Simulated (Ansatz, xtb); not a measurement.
Relative energy of two isomers of C4H6Mg

Structure X is `C1=C[CH2][Mg][CH2]1`, a singlet and structure Y is `CCC#[C][MgH]`, a singlet. Both are isolated molecules in the gas phase, relaxed with B3LYP-D3(BJ)/def2-SVP.

X (Å):

```yaml
atoms:
  - { symbol: C, position_ang: [-1.5666, 0.3140, -2.4264] }
  - { symbol: C, position_ang: [-0.8626, 0.5417, -1.2350] }
  - { symbol: C, position_ang: [0.4814, 0.9888, -1.1859] }
  - { symbol: C, position_ang: [-1.0148, 0.5050, -3.7178] }
  - { symbol: Mg, position_ang: [0.9844, -0.4771, -2.9573] }
  - { symbol: H, position_ang: [-2.4983, -0.2576, -2.3527] }
  - { symbol: H, position_ang: [-1.2943, 0.1316, -0.3154] }
  - { symbol: H, position_ang: [0.8131, 1.7744, -1.8771] }
  - { symbol: H, position_ang: [0.9952, 1.0213, -0.2223] }
  - { symbol: H, position_ang: [-1.5871, 0.1863, -4.5921] }
  - { symbol: H, position_ang: [-0.3887, 1.3858, -3.9109] }
```

Y (Å):

```yaml
atoms:
  - { symbol: C, position_ang: [0.2577, 2.0628, -3.0361] }
  - { symbol: C, position_ang: [0.5841, 0.6279, -2.5928] }
  - { symbol: C, position_ang: [-0.5583, -0.0729, -2.0080] }
  - { symbol: C, position_ang: [-1.5343, -0.6384, -1.5208] }
  - { symbol: Mg, position_ang: [-3.1384, -1.5701, -0.7192] }
  - { symbol: H, position_ang: [1.1473, 2.5468, -3.4686] }
  - { symbol: H, position_ang: [-0.0852, 2.6679, -2.1830] }
  - { symbol: H, position_ang: [-0.5410, 2.0666, -3.7935] }
  - { symbol: H, position_ang: [0.9598, 0.0488, -3.4557] }
  - { symbol: H, position_ang: [1.4113, 0.6443, -1.8605] }
  - { symbol: H, position_ang: [-4.4794, -2.3476, -0.0488] }
```

Q: Estimate E(Y) − E(X) at the level CCSD(T)/def2-SVP + ΔMP2/def2-TZVPP.

A: Not settled: CCSD(T)/def2-SVP + ΔMP2/def2-TZVPP gives E(Y) − E(X) = +2.4 kcal/mol, but this leans on the basis-set step: CCSD(T) alone gives −1.0 kcal/mol.

How the difference moves with the method:

```csv
level,geometry,E(Y) − E(X) (kcal/mol),departure from the last row (kcal/mol),"job, with rough time for the two"
GFN2-xTB,GFN2-xTB,+6.3,+3.9,"optimisation, 0.33 s"
HF/STO-3G,GFN2-xTB,−45.7,−48.1,"single point, 0.38 s"
r2SCAN-D4/def2-SVP,GFN2-xTB,+8.6,+6.2,"single point, 3.4 s"
B3LYP-D3(BJ)/def2-SVP,B3LYP-D3(BJ)/def2-SVP,+5.2,+2.8,"optimisation, 35 s"
HF/def2-SVP,B3LYP-D3(BJ)/def2-SVP,−18.5,−20.9,part of the CCSD(T) run
MP2/def2-SVP,B3LYP-D3(BJ)/def2-SVP,0.0,−2.4,part of the CCSD(T) run
CCSD(T)/def2-SVP,B3LYP-D3(BJ)/def2-SVP,−1.0,−3.4,single point
CCSD(T)/def2-SVP + ΔMP2/def2-TZVPP,B3LYP-D3(BJ)/def2-SVP,+2.4,,"single point, 40 s"
```

As drawn, Y has 1 C≡C, 1 Mg–H in place of 1 C=C, 1 C–Mg, 1 C–H. Structure X has a 5-membered ring, Y no ring.

HF/STO-3G, HF/def2-SVP, CCSD(T)/def2-SVP put the two in the other order. MP2/def2-SVP finds them nearly level. The largest departure from CCSD(T)/def2-SVP + ΔMP2/def2-TZVPP is that of HF/STO-3G, 48.1 kcal/mol. The last row adds to CCSD(T) the change of the MP2 difference between the two basis sets, here +3.4 kcal/mol, a large step that makes the value less sure.

With harmonic frequencies from B3LYP-D3(BJ)/def2-SVP (ideal gas, rigid rotor, one conformer each, 1000 K, 1 atm): on the last row, ΔE + ΔZPE = −0.4, ΔH = +0.8, ΔG = −6.5 kcal/mol.

The correlated steps freeze 5 core orbitals; the last core shell of Mg is correlated, in a basis made for valence electrons. Run with Ansatz 0.2.0, xtb 6.7.1; the last row on 2 threads of Intel(R) Xeon(R) Processor @ 2.70GHz on a shared host.
